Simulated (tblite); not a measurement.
Q: What does the GFN2-xTB structure of InChI=1S/C6H5N3/c1-2-9-6(5-7)3-4-8-9/h2-4H,1H2 look like in three dimensions?

A: 
```xyz
14
C6H5N3 angstrom
C     -2.0541   -1.4436    0.4713
C     -1.4624   -0.3466    0.0257
N     -0.0854   -0.1615    0.0641
N      0.7489   -1.0680    0.5491
C      1.9636   -0.5691    0.4305
C      1.9353    0.7045   -0.1495
C      0.5893    0.9453   -0.3779
C     -0.0473    2.0577   -0.9385
N     -0.5675    2.9712   -1.3987
H     -1.4765   -2.2492    0.8887
H     -3.1210   -1.5554    0.4265
H     -1.9963    0.4908   -0.4024
H      2.8152   -1.1293    0.7605
H      2.7575    1.3527   -0.3715
```

Orientation and origin are arbitrary. Atoms count from 1 in this order. The 4 C–C bonds span 1.324 Å (C1=C2, drawn double) to 1.400 Å (C5–C6, aromatic), a spread of 0.076 Å. N3 (pyrrole-type nitrogen) is planar (angles 125.9°, 122.9° and 111.2°, sum 360.0°, 0.00 Å off the plane of its three neighbours). The C–N distances run from 1.148 Å (C8≡N9, drawn triple) to 1.390 Å (C2–N3, drawn single), a spread of 0.242 Å. The 9 heavy atoms lie in one plane (0.000 Å rms).

Bonds between heavy atoms (Å): C1=C2 1.324, C2–N3 1.390, N3–N4 1.324, N4–C5 1.318, C5–C6 1.400, C6–C7 1.386, C7–C8 1.399, C8≡N9 1.148, N3–C7 1.370.

Computed geometry: GFN2-xTB, gas phase.

Point group: Cs (every atom within 0.08 Å of its image). Its GFN2-xTB frequencies are all real (lowest 101 cm⁻¹). One conformer, not necessarily the lowest (C1–C2–N3–N4 0°).
